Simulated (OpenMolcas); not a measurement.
Computed levels of 4s² 4p³ in ions with 33 electrons, in cm-1 above ⁴S°_3/2.

```yaml
Program: OpenMolcas
Method: RASSCF
Basis: ANO-RCC-VTZP
Scalar_Hamiltonian: DKH2, point nucleus
Spin-orbit_coupling: RASSI with atomic mean-field integrals over the reference wave functions, term energies averaged over their components
```

Active space for each ion: 5 electrons in 9 orbitals (RAS2 4s 4p; RAS3 4d, at most 2 electrons).

| Level | Se+ | Kr3+ |
| --- | --- | --- |
| ²D°_3/2 | 16578 | 21571 |
| ²D°_5/2 | 17041 | 22938 |
| ²P°_1/2 | 26715 | 35565 |
| ²P°_3/2 | 27284 | 37327 |

Q: Estimate ²D°_3/2, ²D°_5/2 for Br2+ from its neighbours Se+ and Kr3+.

A: ²D°_3/2 is another term, which grows about linearly with the charge: (16578 + 21571) / 2 = 19074. The calculation gives 19739, so the estimate is off by -3.4 %.
²D°_5/2 is another term, which grows about linearly with the charge: (17041 + 22938) / 2 = 19990. The calculation gives 20601, so the estimate is off by -3.0 %.

The run also gave levels led by 4s² 4p² 4d, which use shells meant for correlation; these and all levels above them are left out. Without dynamic correlation excited terms often stand tens of per cent too high (terms of higher spin than the ground term too low), and those without a measured partner can miss by more than the paired ones (holds for Se+). Only configurations of the active space appear.

° marks odd parity.
